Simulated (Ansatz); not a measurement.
Computed with Ansatz on PBE0-D4/def2-TZVP structures; ΔE is electronic, products minus reactants. CCSD(T)/CBS is the MP2 limit (def2-TZVPP, def2-QZVPP) plus CCSD(T) − MP2 in def2-TZVPP, frozen cores. This one scheme is used for every species. Functionals use def2-TZVPP. B3LYP here is the variant with VWN-RPA as its local correlation; programs differ in this. For Zn outer-core shells are correlated without core-valence functions, which leaves a few kJ/mol of doubt a bond. Scalar relativity is left out up to krypton. Each species was taken in one conformer, which may not be the lowest.

Consider the ligand exchange at a Zn–C bond: `C[CH](S)[Zn][F]` + CH₃SH → `C[S][Zn][F]` + `CCS`.

Is it downhill or uphill in electronic energy at CCSD(T)/CBS, and by how much? (Estimate.)

Ansatz gave: Downhill: ΔE = -1.09 eV.

What do these levels give: r2SCAN-D4, PBE0-D4, B3LYP-D4, B2PLYP, r2SCAN, HF/def2-TZVPP, CCSD/def2-TZVPP, CCSD(T)/def2-TZVPP, HF/def2-QZVPP, SCS-MP2/def2-QZVPP, HF/CBS(def2), MP2/CBS(def2)? (Best estimate.)

Computed: r2SCAN-D4 -1.06, PBE0-D4 -1.07, B3LYP-D4 -1.05, B2PLYP -1.07, r2SCAN -1.06, HF/def2-TZVPP -1.32, CCSD/def2-TZVPP -1.05, CCSD(T)/def2-TZVPP -1.02, HF/def2-QZVPP -1.34, SCS-MP2/def2-QZVPP -1.08, HF/CBS(def2) -1.35, MP2/CBS(def2) -1.08 eV.

Largest T1 diagnostic among the species: 0.015.

In def2-TZVPP, CCSD(T) changes the Hartree–Fock value by +0.30 eV (the triples alone add +0.03 eV) and MP2 by +0.31 eV. From PBE to PBE0 (25 % exact exchange), in def2-TZVPP and without D4, ΔE moves by −0.07 eV.
